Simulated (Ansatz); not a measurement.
Reaction (redistribution): `[AlH2][CH2][GaH2]` + `[AlH2][S][SiH3]` → `[AlH2][S][AlH2]` + `[SiH3][CH2][GaH2]`

Calculated with Ansatz (gas phase, PBE0-D4/def2-TZVP geometries, no zero-point term in ΔE). CBS: MP2 limit from def2 TZ/QZ plus the TZ coupled-cluster correction, frozen cores. Functionals use def2-TZVPP. B3LYP here is the variant with VWN-RPA as its local correlation; programs differ in this. For Ga outer-core shells are correlated without core-valence functions, which leaves a few kJ/mol of doubt a bond. Scalar relativity is left out up to krypton.

```csv
level,ΔE (kcal/mol)
BLYP-D4,-11.2
B3LYP,-11.7
RPA@PBE/def2-TZVPP,-12.0
CCSD(T)/def2-TZVPP,-12.3
```

(1) What does CCSD(T)/CBS give? (An estimate is asked.)

(2) What do rigid-rotor, harmonic-oscillator terms from PBE0-D4/def2-TZVP frequencies (298.15 K, 1 bar) make of the CCSD(T)/CBS value? (An estimate is asked.)

Largest T1 diagnostic among the species: 0.012.

Results:

(1) Ansatz gave: -12.1 kcal/mol. The listed levels differ from it by 0.9, 0.4, 0.1, -0.2 kcal/mol.

(2) Computed: ΔZPE = +0.5 kcal/mol, ΔH = -11.7 kcal/mol, ΔS = -7 J/(mol·K), ΔG = -11.2 kcal/mol.

Leaving LDA and LC-ωPBE aside and taking each functional with its dispersion term where it has one, the values, not all of them listed here, spread over 1.3 kcal/mol, from BHLYP-D4 to PBE-D4. In def2-TZVPP, CCSD(T) changes the Hartree–Fock value by +1.1 kcal/mol (the triples alone add +0.2 kcal/mol) and MP2 by +1.3 kcal/mol. At CCSD(T), def2-SVP lies −1.1 kcal/mol from the extrapolated value and def2-TZVPP −0.2 kcal/mol.
